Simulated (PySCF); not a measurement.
**How methods differ on the excitation energy of Zr**

Zr [Kr] 4d2 5s2 (3F) → Zr [Kr] 4d2 5s1 5p1 (high-spin determinant), as a difference of total energies. All numbers are calculated (PySCF 2.14, scalar relativity by spin-free X2C-1e, in aug-cc-pVTZ-DK). Correlated levels: valence: [Kr] frozen. The calculations carry no spin-orbit coupling.

| method | excitation energy (cm⁻¹) |
| --- | --- |
| UHF | 6656.0 |
| LDA | 17060 |
| PBE | 15305 |
| PBE0 | 14071 |
| r2SCAN | 12665 |
| B3LYP | 17284 |
| HSE06 | 14271 |
| PBEsol | 15076 |
| MP2 (valence) | 13125 |
| SCS-MP2 (valence) | 15389 |

A first-order spin-orbit estimate (lowest level to lowest level, LS coupling) adds -0.035 eV.

The determinant of the upper state mixes LS terms, which raises its energy above the lowest term, most at the Hartree-Fock and MP2 levels.
